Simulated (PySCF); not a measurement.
From computed data to an observable: oscillator strength and radiative lifetime

CH7Cl2NSi2, SMILES Cl[SiH2][Si@@H](Cl)NC.

The structure is a stationary point at PBE-D3(BJ)/def2-SVP. The structure was generated by enumeration; whether it is a known compound was not checked. One conformer was computed; it need not be the lowest.

TDA-PBE/def2-SVPD in PySCF puts the first singlet state with f over 0.02 at 5.54 eV (vertical), with the transition dipole (0.310, -0.224, -0.369) in atomic units.

Task: Find the oscillator strength, the wavelength and the radiative lifetime that this transition would have in vacuum if emission retraced absorption.

Result: 
|μ|² = 0.2824 au, so |μ| = 1.35 D. ΔE = 5.54/27.211 = 0.2036 hartree. f = (2/3) ΔE |μ|² = 0.038 (the program prints 0.038).
λ = 1239.84/5.54 = 224 nm; ν = 44683 cm⁻¹.
Einstein's coefficient A = 0.6670 ν² f s⁻¹ (ν in cm⁻¹) = 5.1e7 s⁻¹, so τ = 1/A = 20 ns. This state is S3; the lower singlets have f = 0.013, 0.017. The figure is the radiative limit of this one transition; relaxation, internal conversion, crossing to triplets and a medium change what is measured.
